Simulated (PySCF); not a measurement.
C3H6NO (SMILES C[N]C(C)=O), doublet, at a GFN2-xTB geometry. Base run: PBE0/6-31G run with PySCF.

Input for PySCF:
```python
from pyscf import gto, scf, dft

mol = gto.M(
    atom='''
C     1.94992497    0.12508744    0.17086557
N     0.61912126   -0.05539129    0.57973549
C    -0.48555489   -0.01749503   -0.11971086
C    -1.77260668   -0.24873448    0.61384583
O    -0.39588964    0.20469054   -1.33445799
H     2.12504463    1.12465054   -0.24197098
H     2.55930344    0.02011811    1.07335098
H     2.27051039   -0.63986252   -0.54495631
H    -2.28928377   -1.09871150    0.17332625
H    -2.41003435    0.62605013    0.50376354
H    -1.57285235   -0.43517756    1.66399865
''',
    basis='6-31g',
    spin=1,
    verbose=4,
)

mf = dft.UKS(mol)
mf.xc = 'pbe0'
mf.kernel()
mo_i, mo_e, stable_i, stable_e = mf.stability(internal=True, external=False, return_status=True, nroots=6, tol=1e-6)
print('internally stable:', stable_i, ' externally stable:', stable_e)
if not stable_i:
    umf = mf.copy()
    umf.scf_summary = {}
    umf.kernel(umf.make_rdm1(mo_i, mf.mo_occ))
```

The bond that is stretched is that between atoms 9 and 4. A test that says stable can miss a lower solution.

Each row names what was changed in the base input (with any setting that the change needs).

```
change       ΔE vs base (mEh)  <S^2>                      stability test says
-----------  ----------------  -----  ---------------------------------------
base                    0.000  0.756  internally stable (external not tested)
bond × 1.25            27.664  0.756  internally stable (external not tested)
bond × 1.5             75.809  0.756  internally stable (external not tested)
bond × 1.8              129.9  0.766  internally stable (external not tested)
bond × 2.2              168.7  1.459  internally stable (external not tested)
bond × 3.0              183.6  1.739  internally stable (external not tested)
```

On stretching, the SCF can end on different states; <S^2> shows the spin contamination of each.
